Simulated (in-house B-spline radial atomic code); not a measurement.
Two electrons outside the [Ar] 3d10 4s2 core: neutral germanium

Computed with an all-electron radial atomic-structure program (B-spline basis): configuration interaction (CI) of the two valence electrons in the field of the frozen Dirac-Fock core, alone and with many-body perturbation theory for the core (screened one- and two-electron correlation potentials), Breit and QED terms; no-pair Dirac Hamiltonian, finite nucleus. Labels give the configuration (outer n counted up each series) and the leading LS term, or the jj pair where no LS term holds 70 %.

The outer s² shell of this core is soft: its mixing with p² is only treated to second order, so levels can be several per cent off.

Command:
```bash
python run_mb.py task.json out
```
Settings (nuclear radius in fm, box in bohr, cutoff in hartree):
```
basis_form          3
Z                   32
core_configuration  [Ar] 3d10 4s2
rms_radius          4.0742
mass_number         74
speed_of_light      137.036
box_radius          45.0
lmax                6
intervals           68
virtual_cutoff      2048.0
```

Time taken, with all properties: 67 s on 1 thread of Intel(R) Xeon(R) 6975P-C, with other jobs on the host.

Excitation energies (cm⁻¹):

| level | purity of the LS term | CI alone | CI + MBPT + Breit + QED | Landé g of the LS mixture | measured (NIST) |
| --- | --- | --- | --- | --- | --- |
| 4p2 3P0 | 0.995 | 0 | 0 | - | 0 |
| 4p2 3P1 | 1.0 | ? | ? | ? | ? |
| 4p2 3P2 | 0.986 | 1314 | 1410 | 1.49 | 1410 |
| 4p2 1D2 | 0.986 | 7220 | 6996 | 1.01 | 7125 |
| 4p2 1S0 | 0.995 | 14810 | 17618 | - | 16367 |
| 4p5s 3P°0 | 1.0 | 32227 | 38351 | - | 37452 |
| 4p5s 3P°1 | 0.865 | 32450 | 38601 | 1.43 | 37702 |
| 4p5s 3P°2 | 1.0 | ? | ? | ? | ? |
| 4p5s 1P°1 | 0.864 | 34607 | 40925 | 1.07 | 40021 |

Q: Where does 4p2 3P1 lie?

A: 514 cm⁻¹ in CI alone and 552 cm⁻¹ with all corrections; g = 1.50; measured 557 cm⁻¹.

Q: Where does 4p5s 3P°2 lie?

A: 33824 cm⁻¹ in CI alone and 40047 cm⁻¹ with all corrections; g = 1.50; measured 39118 cm⁻¹.

Q: What is the first ionisation energy?

A: 7.9484 eV to the 4p1/2 state of the next ion (7.1196 eV from CI alone). NIST lists 7.899435 ± 1.2e-05 eV (measured).

Some electric-dipole lines (reduced elements in atomic units, length form; vacuum wavelengths from the computed energies):

| upper | lower | D bare (size) | D with core polarisation (size) | λ (nm) | A (s⁻¹) |
| --- | --- | --- | --- | --- | --- |
| 4p5s 3P°1 | 4p2 3P0 | 1.46 | 1.33 | 259.06 | 6.9e+07 |
| 4p5s 3P°1 | 4p2 3P2 | 1.8 | 1.64 | 268.88 | 9.3e+07 |
| 4p5s 1P°1 | 4p2 3P0 | 0.535 | 0.483 | 244.35 | 1.1e+07 |
| 4p5s 1P°1 | 4p2 3P2 | 0.322 | 0.291 | 253.07 | 3.5e+06 |

Weak lines are less accurate than strong ones.
